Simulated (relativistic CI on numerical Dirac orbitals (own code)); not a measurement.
# Slater and spin-orbit integrals, Fe

Method of calculation: Dirac-Coulomb-Breit CI, KLI orbitals optimised for each configuration, QED by a radiative potential, valence Slater integrals scaled by 0.85, P86 correlation energy added to each configuration (own radial code, finite nucleus).

Slater integrals F^k, G^k are unscaled and averaged over j, outside the closed core [Ar]; ζ comes from projecting the Hamiltonian with its Breit term on Σ l·s of the shell.

- 3d6.4s2: F^2(3d,3d) = 83347, F^4(3d,3d) = 51537, ζ(3d) = 391.98 cm⁻¹; <r>(3d) = 1.122, <r^2>(3d) = 1.69 (bohr units).
- 3d7.4s: F^2(3d,3d) = 74940, F^4(3d,3d) = 46017, ζ(3d) = 347.17, G^2(3d,4s) = 10925 cm⁻¹; <r>(3d) = 1.24, <r^2>(3d) = 2.161, <r>(4s) = 3.228, <r^2>(4s) = 12.31 (bohr units).
- 3d6.4s.4p: F^2(3d,3d) = 84380, F^4(3d,3d) = 52224, ζ(3d) = 395.83, G^2(3d,4s) = 10401, F^2(3d,4p) = 10561, G^1(3d,4p) = 4582.1, G^3(3d,4p) = 3513, G^1(4s,4p) = 31201, ζ(4p) = 184.89 cm⁻¹; <r>(3d) = 1.108, <r^2>(3d) = 1.629, <r>(4s) = 2.959, <r^2>(4s) = 10.23, <r>(4p) = 4.343, <r^2>(4p) = 22.41 (bohr units).

**Question.** Give the Racah parameters of the d shell in 3d6.4s2.

**Answer.** B = F²/49 − 5F⁴/441 = 1117 cm⁻¹ and C = 35F⁴/441 = 4090 cm⁻¹; values fitted to spectra at such low charge are typically 15 to 30 % smaller.

In this model ζ of a weakly bound d, f or g electron outside closed shells comes out too small, for d by up to a factor of two or three and at times with the wrong sign; that of an outer p electron is too small as well.

Correlation outside the listed configurations is missing or only estimated: errors of thousands of cm⁻¹ between configurations and terms are usual at this charge. Rates and lifetimes follow the computed energies and can be off by large factors. The fine structure of a lone outer electron comes out too small, for d and f at times inverted, and misplaced configurations move strength between like terms. 97 of the 143 excited levels that our extract of the measured tables holds in this range could be paired (the sources list more); they are missed by 4761 cm⁻¹ on average and 11682 at most, and levels without a partner can miss by more.

Averages of the first 10 configurations, taken without configuration mixing, which lowers the lowest level and can move excited configurations by several eV; other configurations of the list can lie among them:

```csv
Configuration,Parity,States,Average energy above the lowest level (eV)
3d6.4s2,even,210,3.9
3d7.4s,even,240,4.3
3d6.4s.4p,odd,2520,6.8
3d8,even,45,7.9
3d7.4p,odd,720,7.1
3d5.4s2.4p,odd,1512,10.9
3d6.4s.4d,even,4200,9.7
3d7.4d,even,1200,9.0
3d7.5s,even,240,8.4
3d6.4s.5s,even,840,8.8
```
